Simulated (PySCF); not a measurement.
One of the candidates below gave these computed data.

All candidates are C7H12BF.

* Rotational structure: rotational constants A, B, C: 2.531, 1.230, 0.971 GHz [PBE0-D3(BJ)/def2-SVP]
* NMR, other nuclei: isotropic shieldings of nuclei other than C and H, by class: 8 (1 B), 395 (1 F) ppm [GIAO PBE0/pcSseg-1]
* UV, strongest line: among the 10 lowest singlet transitions: S7 at 7.03 eV (176 nm, f = 0.327) [TDDFT PBE0/def2-SVPD]
* 1H NMR: chemical shifts (computed TMS as zero) by class: 7.69 (1 H), 5.83 (1 H), 5.37 (1 H), 5.37 (1 H), 4.99 (1 H), 2.40 (1 H), 1.74 (1 H), 1.45 (1 H), 1.25 (3 H), 0.88 (1 H) ppm [GIAO PBE0/pcSseg-1]
* Dipole: 1.75 D [PBE0/def2-SVPD]
* Triplet: lowest triplet excitation (Tamm–Dancoff): 4.09 eV [TDA PBE0/def2-SVPD]
* 13C NMR: chemical shifts (computed TMS as zero) by class: 147.3 (1 C), 123.0 (1 C), 98.9 (1 C), 59.4 (1 C), 47.8 (1 C), 40.1 (1 C), 14.3 (1 C) ppm [GIAO PBE0/pcSseg-1]

Gas-phase values; electronic properties from PySCF, density fitting. Levels stand in brackets. The structure is a single PBE0-D3(BJ)/def2-SVP conformer in the gas phase; no vibrational or solvent corrections. NMR classes are plain means over equivalent atoms (diastereotopic ones count apart unless rotation or inversion swaps them), as if these changed places fast.

**Question.** Which candidate is it?
A. `F/C=C\[C@@H]1CBCCC1`
B. `B[C@@H]1CCC=C[C@]1(C)F`
C. `C=C[C@@H]1BC[C@@H](F)[C@H]1C`
D. `B[C@@H]1[C@@H](F)[C@H]2C[C@@H]1[C@@H]2C`
E. `C=CC[C@@H]1CBC[C@@H]1F`

**Answer.** C. It is `C=C[C@@H]1BC[C@@H](F)[C@H]1C`. Numbering: `[CH2:1]=[CH:2][C@@H:3]1[BH:4][CH2:5][C@@H:6]([F:7])[C@H:8]1[CH3:9]`. 7 carbons fall into 7 classes; from least to most shielded: alkene CH carbon [C2] (147.3 ppm), terminal =CH2 carbon [C1] (123.0 ppm), sp3 C–F carbon [C6] (98.9 ppm), ring sp3 carbon bound to boron [C3] (59.4 ppm), sp3 CH carbon [C8] (47.8 ppm), ring sp3 carbon bound to boron [C5] (40.1 ppm), methyl carbon [C9] (14.3 ppm). Hydrogen classes from least to most shielded: 1 H on a three-coordinate boron, B4 (7.69 ppm), 1 H on an alkene CH carbon, C2 (5.83 ppm), 1 H on a terminal =CH2 carbon, C1 (5.37 ppm), 1 H on a terminal =CH2 carbon, C1 (5.37 ppm), 1 H on an sp3 C–F carbon, C6 (4.99 ppm), 1 H on an sp3 carbon bound to boron, C5 (2.40 ppm), 1 H on an sp3 carbon bound to boron, C3 (1.74 ppm), 1 H on an sp3 CH carbon, C8 (1.45 ppm), 3 H on a methyl carbon, C9 (1.25 ppm), 1 H on an sp3 carbon bound to boron, C5 (0.88 ppm). The other shieldings belong to: 8 ppm, three-coordinate boron [B4]; 395 ppm, alkyl fluorine [F7]. The optimised geometry has point group C1 and is an asymmetric top.

The others, at the same levels:
- `C=CC[C@@H]1CBC[C@@H]1F` fails: its computed 13C shifts are 146.8 (1 C), 125.6 (1 C), 96.2 (1 C), 47.2 (1 C), 40.7 (1 C), 38.7 (1 C), 36.7 (1 C) ppm, 1H shifts are 8.02 (1 H), 6.04 (1 H), 5.57 (1 H), 5.42 (1 H), 5.09 (1 H), 2.41 (1 H), 2.40 (1 H), 2.29 (1 H), 1.89 (1 H), 1.44 (1 H), 1.03 (1 H), 0.75 (1 H) ppm and lowest triplet excitation (Tamm–Dancoff) is 4.31 eV (against 4.09 eV).
- `B[C@@H]1CCC=C[C@]1(C)F` fails: its computed 13C shifts are 140.7 (1 C), 139.9 (1 C), 89.1 (1 C), 52.9 (1 C), 29.6 (1 C), 28.1 (1 C), 25.2 (1 C) ppm, 1H shifts are 7.88 (2 H), 6.16 (1 H), 5.94 (1 H), 2.12 (1 H), 2.04 (1 H), 2.00 (1 H), 1.94 (1 H), 1.62 (3 H), 0.54 (1 H) ppm and rotational constant A is 2.214 GHz (against 2.531 GHz).
- `F/C=C\[C@@H]1CBCCC1` fails: its computed 13C shifts are 153.9 (1 C), 126.6 (1 C), 38.1 (1 C), 36.1 (1 C), 30.8 (1 C), 29.9 (1 C), 25.0 (1 C) ppm, 1H shifts are 7.62 (1 H), 6.59 (1 H), 4.62 (1 H), 2.71 (1 H), 2.10 (1 H), 2.10 (1 H), 1.83 (1 H), 1.60 (1 H), 1.51 (1 H), 1.02 (1 H), 0.75 (1 H), 0.55 (1 H) ppm and lowest triplet excitation (Tamm–Dancoff) is 4.40 eV (against 4.09 eV).
- `B[C@@H]1[C@@H](F)[C@H]2C[C@@H]1[C@@H]2C` fails: its computed 13C shifts are 98.1 (1 C), 62.0 (1 C), 50.1 (1 C), 47.9 (1 C), 47.3 (1 C), 35.1 (1 C), 15.0 (1 C) ppm, 1H shifts are 7.89 (2 H), 5.21 (1 H), 2.35 (1 H), 2.20 (1 H), 2.16 (1 H), 1.75 (1 H), 1.30 (1 H), 1.21 (3 H), 0.72 (1 H) ppm and lowest triplet excitation (Tamm–Dancoff) is 4.87 eV (against 4.09 eV).
